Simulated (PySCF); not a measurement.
Species: GeCl(OMe)3, C3H9ClGeO3.
SMILES: `C[O][Ge]([Cl])([O]C)[O]C`

Computed, not measured: TDDFT PBE0/def2-SVPD, vertical, gas phase, core orbitals frozen in the response in PySCF 2.14.0, density-fitted response routines. One conformer (not necessarily the lowest) at the PBE0-D3(BJ)/def2-SVP geometry, without solvent, vibrations or thermal averaging. The PBE0/def2-SVPD calculation is non-relativistic and has no spin–orbit coupling, an omission that weighs most on germanium.

Computed singlets with f of 0.002 or more:

| state | ν̃ (cm⁻¹) | f |
| --- | --- | --- |
| S1 | 52720 | 0.0049 |
| S2 | 52760 | 0.0051 |
| S3 | 55180 | 0.043 |
| S4 | 58570 | 0.067 |
| S5 | 58590 | 0.067 |
| S6 | 61670 | 0.062 |
| S9 | 66090 | 0.013 |
| S10 | 66100 | 0.013 |
| S11 | 66840 | 0.043 |
| S12 | 68240 | 0.0067 |
| S13 | 68280 | 0.0073 |
| S14 | 68510 | 0.0097 |

Problem. Give A, τ, |μ| and ∫σ dE for each state.

Solution. Relations used (vacuum, state to state): A = 0.6670 f ν̃² s⁻¹ (ν̃ in cm⁻¹); τ = 1/A; f = (2/3) ΔE |μ|² in atomic units; ∫σ dE = 109.76 f Mb·eV.

| state | A (s⁻¹) | τ | \|μ\| (D) | ∫σ dE (Mb·eV) |
| --- | --- | --- | --- | --- |
| S1 | 9.1×10⁶ | 110 ns | 0.44 | 0.54 |
| S2 | 9.5×10⁶ | 100 ns | 0.45 | 0.56 |
| S3 | 8.8×10⁷ | 11 ns | 1.29 | 4.7 |
| S4 | 1.5×10⁸ | 6.5 ns | 1.56 | 7.3 |
| S5 | 1.5×10⁸ | 6.5 ns | 1.56 | 7.4 |
| S6 | 1.6×10⁸ | 6.3 ns | 1.46 | 6.8 |
| S9 | 3.9×10⁷ | 26 ns | 0.66 | 1.5 |
| S10 | 3.9×10⁷ | 26 ns | 0.66 | 1.5 |
| S11 | 1.3×10⁸ | 7.8 ns | 1.17 | 4.7 |
| S12 | 2.1×10⁷ | 48 ns | 0.46 | 0.73 |
| S13 | 2.3×10⁷ | 44 ns | 0.48 | 0.8 |
| S14 | 3.0×10⁷ | 33 ns | 0.55 | 1.1 |

Leading configurations: S1 H-1/H→L (≥96%); S2 H-1/H→L (≥96%); S3 H-2→L (94%); S4 H-3→L (91%); S5 H-4→L (91%); S6 H-5→L (91%); S9 H-1/H→L+1 (≥70%); S10 H-1/H→L+1 (≥70%); S11 H-1/H→L+2 (≥33%); S12 H-1/H→L+4 (≥29%); S13 H-1/H→L+4 (≥31%); S14 H-1/H→L+3 (≥35%) (H = HOMO, L = LUMO).

States that coincide in energy are taken one by one. The rates are for emission to S0 at the absorption energy, with no other channel.

Problem. How much energy does a mole of photons resonant with S6 carry?

Solution. 7.646 eV × 96.485 = 738 kJ/mol (176 kcal/mol).

Problem. What is the integrated cross-section of all computed states together?

Solution. Σf = 0.345 over S1 to S14, so 109.76 × Σf ≈ 37.9 Mb·eV.

Problem. Suppose S1 emitted 0.3 eV lower with the same transition dipole. How would A change?

Solution. At fixed |μ|, A goes as the cube of the energy: (6.24/6.54)³ = 0.87, which makes τ about 130 ns.

The run took 2.0 min wall (with the writing of density and orbital grids) on an Arm Neoverse V2 with one thread, shared host with 192 logical CPUs at a one-minute load of 75, and the process peaked at 1.2 GiB of memory.
